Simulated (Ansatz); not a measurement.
Rb4Br3⁺. Total charge 1; singlet. Geometry PBE-D4/def2-SVP, basis def2-TZVP, Ansatz.

Cartesian coordinates in Å:
```
Rb -2.2854 -1.9219 1.8496
Rb 1.3689 0.9062 1.5139
Rb 2.0702 -1.9282 -2.0845
Rb -1.4887 2.7225 -1.6506
Br 0.8338 -2.3538 0.9255
Br 1.4567 1.2847 -1.8189
Br -1.9555 1.2904 1.2650
```

```json
{"run": "A", "HOMO (eV)": "-9.38", "LUMO (eV)": "-3.47"}
{"run": "B", "HOMO (eV)": "-8.44", "LUMO (eV)": "-3.34"}
{"run": "C", "HOMO (eV)": "-12.02", "LUMO (eV)": "-2.21"}
{"run": "D", "HOMO (eV)": "-8.18", "LUMO (eV)": "-4.04"}
{"run": "E", "HOMO (eV)": "-12.13", "LUMO (eV)": "-2.10"}
```

In the def2 sets Rb takes a core potential; there is no spin–orbit coupling. LC-ωPBE has ω = 0.4 bohr⁻¹. The structure comes from a short search, and lower isomers may exist.

The runs used HF, LC-ωPBE, PBE, PBE0, r2SCAN. Estimate which is which.

A PBE0 (25 % exact exchange); B r2SCAN (0 % exact exchange); C LC-ωPBE (range-separated); D PBE (0 % exact exchange); E HF (100 % exact exchange). Exact exchange lowers occupied and raises empty levels; among semilocal functionals meta-GGAs tend to open the gap a little, and such runs are hard to tell apart. The gap grows from 4.14 eV (PBE) to 10.03 eV (HF).
